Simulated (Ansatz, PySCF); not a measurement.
C3H6F2Si, SMILES F[C@H]1C[C@H]1[SiH2]F. Atoms are numbered in the order given.

```xyz
12

F      2.1881    -0.6609    -1.0987
Si     1.2309     0.0297     0.0250
C     -0.5038    -0.5881    -0.2369
C     -1.5127     0.2705    -0.9895
C     -1.6315     0.0844     0.4726
F     -1.3199     1.1393     1.2771
H      1.7575    -0.3801     1.3557
H      1.3025     1.5039    -0.1592
H     -0.5923    -1.6743    -0.3565
H     -2.2372    -0.2201    -1.6447
H     -1.1766     1.2543    -1.3312
H     -2.4456    -0.5140     0.8939
```

Geometry optimised at PBE0-D3(BJ)/def2-SVP. The structure was generated by enumeration; whether it is a known compound was not checked. One conformer was computed; it need not be the lowest.

Two levels are set side by side: PBE-D3(BJ)/def2-SVP (Ansatz, a first-principles code) and PBE0-D3(BJ)/def2-SVP (Ansatz). Each level has its own optimised geometry; the coordinates shown are those of the second. Frequencies come from the Hessian of PySCF at each geometry. Differences are taken from unrounded values.

```
quantity                            PBE0-D3(BJ)  PBE-D3(BJ)  PBE-D3(BJ) minus PBE0-D3(BJ)
----------------------------------  -----------  ----------  ----------------------------
mean bond length (Å)                      1.392       1.403                         0.011
bond F1–Si2 (Å)                           1.630       1.644                         0.015
bond Si2–C3 (Å)                           1.860       1.871                         0.011
bond C3–C4 (Å)                            1.524       1.535                         0.012
bond C3–C5 (Å)                            1.492       1.504                         0.012
bond C4–C5 (Å)                            1.479       1.490                         0.012
bond C5–F6 (Å)                            1.363       1.379                         0.016
bond Si2–H7 (Å)                           1.489       1.500                         0.012
bond Si2–H8 (Å)                           1.487       1.499                         0.012
bond C3–H9 (Å)                            1.096       1.104                         0.008
bond C4–H10 (Å)                           1.093       1.101                         0.008
bond C4–H11 (Å)                           1.094       1.102                         0.008
bond C5–H12 (Å)                           1.095       1.104                         0.009
highest harmonic wavenumber (cm⁻¹)         3252        3157                           -95
mean harmonic wavenumber (cm⁻¹)            1239        1194                           -45
zero-point energy (kcal/mol)              53.14       51.22                         -1.93
```

GGA bonds tend to be longer and softer than those of functionals with exact exchange. Differences between two approximate levels are no errors against the true value.
